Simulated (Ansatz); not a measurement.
Molecule: C4H4N (charge 0, doublet). It need not be the lowest isomer of its formula. SMILES: C/[C]=C\C#N
Geometry from a B3LYP-D3(BJ)/def2-TZVP (Ansatz, an electronic-structure program) optimisation:
```
C
C 1 1.3168
H 2 1.0854 1 121.78
C 2 1.4302 3 116.78 1 180.00
N 4 1.1533 3 154.17 2 -180.00
C 1 1.4576 2 140.32 3 -180.00
H 6 1.0926 1 110.87 2 120.27
H 6 1.0926 7 107.60 1 -121.40
H 6 1.0981 7 108.36 8 -116.96
```
Charge 0, spin multiplicity 2.

Parts of the frozen-core correlation energy in 6-31G* (Ansatz, hartree). Frozen orbitals: 5; correlated occupied orbitals by spin: 13 and 12; virtual: 65 and 66. UHF or UKS for open shells. No spin-orbit coupling. No relativistic terms.

```tsv
term	value
reference (HF)	-208.17123
MP2 opposite-spin	-0.44983
MP2 same-spin	(withheld)
CCSD correlation	(withheld)
(T)	(withheld)
T1 diagnostic	0.039
largest doubles amplitude	0.102
<S^2> of the reference	1.093
```

Question: Some entries are withheld; supply them.

Answer: 
- MP2 same-spin, value: -0.15943
- CCSD correlation, value: -0.66205
- (T), value: -0.02683
